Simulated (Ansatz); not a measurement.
`C[SiH]1N=C[SiH2]O1`, relaxed with RKS PBE-D4/def2-SVP in Ansatz from a rough embedded geometry. The force threshold is 0.03 eV/Å; the program also tests the step.

The species carries charge 0 and has multiplicity 1.

Start:

```xyz
13

C     0.037   -2.206    0.076
Si   -0.365   -0.564    0.723
N     1.185    0.329    0.806
C     1.103    1.467    0.217
Si   -0.450    1.870   -0.775
O    -1.292    0.446   -0.306
H     0.668   -2.778    0.690
H     0.487   -2.100   -0.938
H    -0.910   -2.841   -0.132
H    -1.001   -0.640    2.072
H     2.006    2.101    0.115
H    -1.176    3.047   -0.239
H    -0.290    1.870   -2.309
```

Question: How much energy does the relaxation release, and in how many steps? (Estimate.)

Answer: The calculation gave: 7.27 kcal/mol, in 6 steps.

Question: Which bonds change most? (Estimate.)

Answer: Ansatz gave: C1–H7 from 1.050 to 1.109 Å; C1–Si2 from 1.810 to 1.868 Å; C1–H9 from 1.159 to 1.109 Å; C4–Si5 from 1.886 to 1.937 Å.

Question: Give the relaxed structure. (Estimate.)

Answer: Ansatz gave: 
```xyz
13

C    -0.005   -2.242    0.013
Si   -0.332   -0.552    0.738
N     1.187    0.395    0.867
C     1.161    1.488    0.184
Si   -0.485    1.827   -0.780
O    -1.277    0.413   -0.301
H     0.658   -2.823    0.686
H     0.488   -2.155   -0.976
H    -0.951   -2.805   -0.114
H    -0.970   -0.641    2.093
H     2.059    2.152    0.185
H    -1.219    3.058   -0.321
H    -0.314    1.885   -2.273
```
